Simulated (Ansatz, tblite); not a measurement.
Removing and adding an electron: N-butyl-N-methylpyrrolidinium bromide, `CCCC[N+]1(C)CCCC1.[Br-]`. The state is a singlet with charge 0. Geometry: PBE-D4/def2-SVP. Ansatz, gas phase; energy differences of separate SCF runs; the oxidised species was run as a doublet alone; the reduced species was run as a doublet alone.

Cartesian coordinates in Å:
```
C -2.351 -3.285 -1.335
C -2.132 -2.144 -0.341
C -0.843 -1.354 -0.612
C -0.659 -0.277 0.444
N 0.541 0.632 0.252
C 1.810 -0.177 0.199
C 0.617 1.612 1.418
C 1.519 2.739 0.916
C 1.375 2.726 -0.635
C 0.433 1.550 -0.942
H -2.416 -2.910 -2.379
H -3.290 -3.835 -1.118
H -1.518 -4.018 -1.296
H -3.003 -1.450 -0.365
H -2.089 -2.545 0.695
H -0.880 -0.926 -1.641
H 0.011 -2.062 -0.583
H -0.491 -0.731 1.459
H -1.538 0.399 0.484
H 1.839 -0.780 1.147
H 2.672 0.510 0.148
H 1.788 -0.813 -0.702
H -0.422 1.961 1.580
H 0.936 1.023 2.316
H 2.571 2.575 1.219
H 1.210 3.704 1.360
H 0.948 3.667 -1.031
H 2.357 2.590 -1.128
H 0.673 0.991 -1.864
H -0.625 1.874 -0.991
Br 0.958 -1.245 3.325
```

The xTB rows come from tblite. HOMO above LUMO, or a gap near zero within one spin, warns that the state may not be the lowest or that an electron is smeared out.

```
          level  −HOMO (eV)  vertical IE (eV)  −LUMO (eV)  vertical EA (eV)  HOMO–LUMO gap (eV)  IE − EA (eV)                                                                   remarks
       GFN2-xTB        7.74             11.49        3.25              0.55                4.49         10.94                                                                         –
PBE-D4/def2-SVP        3.68              7.21        0.37             -1.48                3.31          8.69  HOMO above zero (-1 doublet), gap within one spin near zero (+1 doublet)
```

Problem. Estimate the rows for GFN1-xTB, PBE0-D4/def2-SVP.

Solution. 
```tsv
level	−HOMO (eV)	vertical IE (eV)	−LUMO (eV)	vertical EA (eV)	HOMO–LUMO gap (eV)	IE − EA (eV)	remarks
GFN1-xTB	6.30	11.11	4.41	2.23	1.89	8.88	–
PBE0-D4/def2-SVP	4.89	7.27	-0.48	-1.77	5.36	9.05	HOMO above zero (-1 doublet)
```

Relaxing the reduced species (PBE-D4/def2-SVP) changes its energy by -0.20 eV at PBE-D4/def2-SVP, so the adiabatic electron affinity to this nearest minimum is -1.29 eV. At PBE0-D4/def2-SVP it is -1.58 eV. The highest occupied level of the relaxed charge -1 doublet lies above zero (up to 2.98 eV). By energy differences, losing it releases 1.29 eV (each at its own geometry, to the charge 0 singlet, at PBE-D4/def2-SVP).     A HOMO above zero means that the electron is unbound at that level or that self-interaction error raises the level; the energy of removing that electron tells which. Raw xTB energy differences between charge states are shifted by several eV; the methods need an empirical correction for them. Sets without diffuse functions give affinities that are too small. A negative affinity means that the extra electron isn't bound; its size then hangs on the basis.
